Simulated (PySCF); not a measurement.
In(Br)(Me)(OH) (CH4BrInO), SMILES [CH3][In]([OH])[Br]. Atoms are numbered in the order given.

```xyz
8

In    -0.6033     0.0059     0.3455
Br     1.5939    -0.0220    -0.8976
C     -1.0063    -1.1808     2.0994
H     -1.2211    -2.2101     1.7795
H     -1.8750    -0.7616     2.6239
H     -0.1214    -1.1740     2.7493
O     -1.9258     1.2524    -0.4975
H     -1.5656     1.6889    -1.2829
```

Geometry optimised at B3LYP-D3(BJ)/def2-SVP. The def2 effective core potentials stand for the cores of In; spin–orbit coupling is left out. One conformer was computed; it need not be the lowest.

Computed with B3LYP-D3(BJ)/def2-SVP (PySCF 2.14.0).

Frequencies are harmonic and unscaled.

A small imaginary wavenumber (i) marks a very flat motion, where grid noise or a shallow saddle decides the sign.

Computed harmonic wavenumbers and intensities:
```tsv
mode	ν (cm⁻¹)	IR (km/mol)	Raman (Å⁴/amu)	depolarisation	moving atoms (share of kinetic energy)
1	9i	0.0	0.0	–	H 99 %
2	84	2.3	3.9	0.71	C 46 %, H 21 %, In 17 %, Br 13 %
3	110	5.7	0.2	0.75	In 33 %, O 27 %, C 22 %, H 15 %
4	114	15.5	3.0	0.66	O 66 %, H 12 %, In 9 %
5	236	27.7	9.1	0.19	Br 61 %, In 36 %
6	330	106.0	0.6	0.75	H 92 %, O 8 %
7	497	11.0	40.4	0.18	C 70 %, H 16 %, In 9 %
8	602	74.2	11.3	0.25	O 82 %, In 14 %
9	729	20.3	0.1	0.71	H 85 %, C 14 %
10	742	13.9	0.5	0.66	H 86 %, C 13 %
11	804	129.2	2.7	0.74	H 91 %
12	1181	4.9	22.7	0.21	H 83 %, C 17 %
13	1429	1.6	9.4	0.75	H 95 %
14	1430	2.8	8.3	0.75	H 95 %
15	3055	3.1	149.4	0.00	H 98 %
16	3168	0.4	96.5	0.74	H 90 %, C 10 %
17	3179	0.2	104.9	0.74	H 90 %, C 10 %
18	3820	52.3	133.2	0.27	H 94 %
```
